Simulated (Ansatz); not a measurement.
`ClC(Cl)(Br)Br` + HBr → `ClC(Br)(Br)Br` + HCl  (substitution at a C–Cl bond)

Calculated with Ansatz (gas phase, PBE0-D4/def2-TZVP geometries, no zero-point term in ΔE). CCSD(T)/CBS adds triple-zeta CCSD(T) − MP2 to the extrapolated MP2 energy (def2 sets, frozen cores). This one scheme is used for every species. Functionals use def2-TZVPP. For Br outer-core shells are correlated without core-valence functions, which leaves a few kJ/mol of doubt a bond. Scalar relativity is left out up to krypton.

`ClC(Cl)(Br)Br`:

```xyz
5

Cl    0.263    0.437   -1.708
C     0.019    0.040   -0.016
Cl    0.569    1.365    0.995
Br    1.017   -1.565    0.422
Br   -1.868   -0.278    0.307
```

HBr:

Z-matrix (Å, degrees):
```
Br
H 1 1.420
```

`ClC(Br)(Br)Br`:

Z-matrix (Å, degrees):
```
C
Cl 1 1.751
Br 1 1.936 2 109.6
Br 1 1.936 2 109.6 3 -120.0
Br 1 1.937 2 109.6 3 120.0
```

HCl:

```xyz
2

Cl    0.384    0.368    0.354
H    -0.384   -0.368   -0.354
```

(1) Is it downhill or uphill in electronic energy at CCSD(T)/CBS, and by how much? (An estimate is asked.)

(2) What do these levels give: LDA (SPW92), ωB97X-V, r2SCAN, HF/def2-TZVPP, HF/CBS(def2), MP2/CBS(def2)? (Best estimate.)

Largest T1 diagnostic among the species: 0.008.

Results:

(1) The calculation gave: Downhill: ΔE = -5.8 kJ/mol.

(2) Computed: LDA (SPW92) 1.1, ωB97X-V -1.6, r2SCAN -1.3, HF/def2-TZVPP 1.1, HF/CBS(def2) 1.2, MP2/CBS(def2) -9.3 kJ/mol.

In def2-TZVPP, CCSD(T) changes the Hartree–Fock value by −7.7 kJ/mol (the triples alone add −0.6 kJ/mol) and MP2 by −11.2 kJ/mol. At CCSD(T), def2-SVP lies +8.7 kJ/mol from the extrapolated value and def2-TZVPP −0.8 kJ/mol. Leaving LDA and LC-ωPBE aside and taking each functional with its dispersion term where it has one, the values, not all of them listed here, spread over 3.4 kJ/mol, from PBE-QIDH to CAM-B3LYP-D4.
